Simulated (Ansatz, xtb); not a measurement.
## CH5GaSi+: which of two structures lies lower

We compare X, a doublet given by its coordinates, with Y, a doublet given by its coordinates. Both are isolated ions in the gas phase, relaxed with B3LYP-D3(BJ)/def2-SVP.

X (Å):

```xyz
8

C     0.1145    0.9833    0.1096
Ga    0.0612    2.9588   -0.6948
Si    1.8304    0.5965    0.8847
H    -0.1616    0.4164   -0.7977
H    -0.7419    1.0527    0.8042
H     2.8498    0.7221   -0.1865
H     1.6917   -0.7980    1.3844
H     2.0657    1.5751    1.9753
```

Close contacts (Å): C1–Ga2 2.13, C1–Si3 1.92, C1–H4 1.10, C1–H5 1.10, Si3–H6 1.48, Si3–H7 1.49, Si3–H8 1.48.

Y (Å):

```
atom    x (Å)    y (Å)    z (Å)
   C   0.1785  -0.1505   3.1433
  Ga   0.3762   0.3352   1.2773
  Si   0.8697   0.7194  -1.0157
   H   0.9646  -0.8723   3.4175
   H  -0.8152  -0.6022   3.2947
   H   0.2684   0.7561   3.7632
   H  -0.1961   0.2109  -1.9160
   H   1.3702   2.0953  -1.2638
```

Close contacts (Å): C1–Ga2 1.94, Ga2–Si3 2.38, C1–H4 1.10, C1–H5 1.10, C1–H6 1.10, Si3–H7 1.48, Si3–H8 1.48.

Q: Estimate which is lower in electronic energy at CCSD(T)/def2-SVP + ΔMP2/def2-TZVPP, and by roughly how much.

A: The CCSD(T)/def2-SVP + ΔMP2/def2-TZVPP calculation puts structure X lower, by 11.4 kJ/mol.

Level by level:

| level | geometry | E(Y) − E(X) (kJ/mol) | departure from the last row (kJ/mol) | job, with rough time for the two |
| --- | --- | --- | --- | --- |
| GFN2-xTB | GFN2-xTB | +21.1 | +9.7 | optimisation, 0.8 s |
| HF/STO-3G | GFN2-xTB | +3.4 | −8.0 | single point, 23 s |
| r2SCAN-D4/def2-SVP | GFN2-xTB | +22.8 | +11.4 | single point, 8.4 s |
| B3LYP-D3(BJ)/def2-SVP | B3LYP-D3(BJ)/def2-SVP | +21.4 | +9.9 | optimisation, 2 min |
| HF/def2-SVP | B3LYP-D3(BJ)/def2-SVP | +19.8 | +8.4 | part of the CCSD(T) run |
| MP2/def2-SVP | B3LYP-D3(BJ)/def2-SVP | −6.7 | −18.2 | part of the CCSD(T) run |
| CCSD(T)/def2-SVP | B3LYP-D3(BJ)/def2-SVP | +5.9 | −5.5 | single point |
| CCSD(T)/def2-SVP + ΔMP2/def2-TZVPP | B3LYP-D3(BJ)/def2-SVP | +11.4 |  | single point, 73 s |

MP2/def2-SVP puts the two in the other order. The largest departure from CCSD(T)/def2-SVP + ΔMP2/def2-TZVPP is that of MP2/def2-SVP, 18.2 kJ/mol. A small imaginary or near-zero mode remains, so no thermal terms are given. The last row adds to CCSD(T) the change of the MP2 difference between the two basis sets, here +5.5 kJ/mol.

Open shells are spin-unrestricted, with notable spin contamination under HF/STO-3G. The correlated steps freeze 15 core orbitals; the filled d shell of Ga is correlated, in a basis made for valence electrons. Programs: Ansatz 0.2.0, xtb 6.7.1; the last row on 2 threads of Intel(R) Xeon(R) Processor @ 2.50GHz (Skylake/Cascade Lake) on a shared host.
